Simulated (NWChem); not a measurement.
The numbers come from NWChem runs, not from measurements. System: bromine monochloride (BrCl), charge 0, spin multiplicity 1, at a geometry optimised with B3LYP/def2-SVP. Level: B3LYP/x2c-SVPall-2c, scalar ZORA, VWN1-RPA local correlation.

The NWChem input:

```
start mol
memory heap 200 mb stack 900 mb global 1100 mb
geometry units angstroms nocenter noautoz noautosym
  Cl     0.000000     0.000000     1.477578
  Br     0.000000     0.000000    -0.717681
end
basis spherical
  * library x2c-svpall-2c
end
relativistic
  zora on
end
dft
  xc b3lyp
  semidirect memsize 60000000 filesize 0
  iterations 100
  grid fine
end
task dft energy
```

Part of the output:

```
             Northwest Computational Chemistry Package (NWChem) 7.3.0
             --------------------------------------------------------

                                NWChem Input Module
                                -------------------

 Scaling coordinates for geometry "geometry" by  1.889725989
 (inverse scale =  0.529177249)

                             Geometry "geometry" -> ""
                             -------------------------

 Output coordinates in angstroms (scale by  1.889725989 to convert to a.u.)

  No.       Tag          Charge          X              Y              Z
 ---- ---------------- ---------- -------------- -------------- --------------
    1 Cl                  17.0000     0.00000000     0.00000000     1.47757800
    2 Br                  35.0000     0.00000000     0.00000000    -0.71768100

 Effective nuclear repulsion energy (a.u.)     143.4274785594

            Nuclear Dipole moment (a.u.)
            ----------------------------
        X                 Y               Z
 ---------------- ---------------- ----------------
     0.0000000000     0.0000000000    -0.0000170075


 Summary of "ao basis" -> "" (spherical)
 ------------------------------------------------------------------------------
       Tag                 Description            Shells   Functions and Types
 ---------------- ------------------------------  ------  ---------------------
 *                       x2c-svpall-2c                on all atoms

                                 NWChem DFT Module
                                 -----------------

 Summary of "ao basis" -> "ao basis" (spherical)
 ------------------------------------------------------------------------------
       Tag                 Description            Shells   Functions and Types
 ---------------- ------------------------------  ------  ---------------------
 Cl                      x2c-svpall-2c               9       21   4s4p1d
 Br                      x2c-svpall-2c              14       38   5s6p3d

 Summary of "ao basis" -> "ao basis" (spherical)
 ------------------------------------------------------------------------------
[...]
 Vector   26  Occ=2.000000D+00  E=-2.928477D-01
              MO Center= -1.0D-10,  2.3D-10,  1.3D-01, r^2= 2.6D+00
   Bfn.  Coefficient  Atom+Function         Bfn.  Coefficient  Atom+Function
  ----- ------------  ---------------      ----- ------------  ---------------
    40      0.357724  2 Br py                39      0.347437  2 Br px
    15     -0.323630  1 Cl py                37      0.321070  2 Br py
    14     -0.314323  1 Cl px                36      0.311837  2 Br px
    12     -0.228155  1 Cl py                11     -0.221594  1 Cl px
    31     -0.206180  2 Br py                30     -0.200251  2 Br px

 Vector   27  Occ=0.000000D+00  E=-1.413700D-01
              MO Center= -9.6D-10, -1.2D-09,  1.9D-01, r^2= 2.8D+00
   Bfn.  Coefficient  Atom+Function         Bfn.  Coefficient  Atom+Function
  ----- ------------  ---------------      ----- ------------  ---------------
    41      0.649734  2 Br pz                16      0.634978  1 Cl pz
    38      0.436314  2 Br pz                13      0.347841  1 Cl pz
    32     -0.277563  2 Br pz                25      0.237028  2 Br s
     4     -0.198261  1 Cl s                  3     -0.175338  1 Cl s
     7     -0.168087  1 Cl pz                24     -0.140923  2 Br s

 Vector   28  Occ=0.000000D+00  E= 3.114116D-01
              MO Center=  9.4D-10,  8.3D-10, -6.1D-01, r^2= 2.7D+00
   Bfn.  Coefficient  Atom+Function         Bfn.  Coefficient  Atom+Function
  ----- ------------  ---------------      ----- ------------  ---------------
    25      1.954331  2 Br s                 26     -1.885356  2 Br s
    24     -0.556316  2 Br s                  3      0.475532  1 Cl s
    57      0.255098  2 Br d  0               4     -0.207215  1 Cl s
     2     -0.151629  1 Cl s                 16     -0.147985  1 Cl pz
    19      0.097268  1 Cl d  0              23      0.093054  2 Br s

 Vector   29  Occ=0.000000D+00  E= 4.444683D-01
              MO Center=  2.2D-10,  7.0D-09, -4.0D-01, r^2= 2.7D+00
   Bfn.  Coefficient  Atom+Function         Bfn.  Coefficient  Atom+Function
  ----- ------------  ---------------      ----- ------------  ---------------
    57      0.683616  2 Br d  0              38      0.633421  2 Br pz
    41     -0.565677  2 Br pz                25     -0.514073  2 Br s
    26      0.469476  2 Br s                 19      0.397255  1 Cl d  0
    32     -0.228449  2 Br pz                 3     -0.199048  1 Cl s
    16      0.188129  1 Cl pz                47     -0.172116  2 Br d  0

 center of mass
 --------------
 x =   0.00000000 y =   0.00000000 z =  -0.09351718

 moments of inertia (a.u.)
 ------------------
         418.622298661705           0.000000000000           0.000000000000
           0.000000000000         418.622298661705           0.000000000000
           0.000000000000           0.000000000000           0.000000000000

     Multipole analysis of the density
     ---------------------------------

     L   x y z        total         alpha         beta         nuclear
     -   - - -        -----         -----         ----         -------
     0   0 0 0     -0.000000    -26.000000    -26.000000     52.000000

     1   1 0 0      0.000000      0.000000      0.000000      0.000000
     1   0 1 0     -0.000000     -0.000000     -0.000000      0.000000
     1   0 0 1     -0.233848     -0.116916     -0.116916     -0.000017

     2   2 0 0    -22.798047    -11.399023    -11.399023      0.000000
     2   1 1 0     -0.000000     -0.000000     -0.000000      0.000000
     2   1 0 1     -0.000000     -0.000000     -0.000000      0.000000
     2   0 2 0    -22.798047    -11.399023    -11.399023      0.000000
     2   0 1 1     -0.000000     -0.000000     -0.000000      0.000000
     2   0 0 2    -19.911881   -108.414353   -108.414353    196.916826

 Task  times  cpu:        3.6s     wall:        3.6s

 Total times  cpu:        3.7s     wall:        3.7s
```
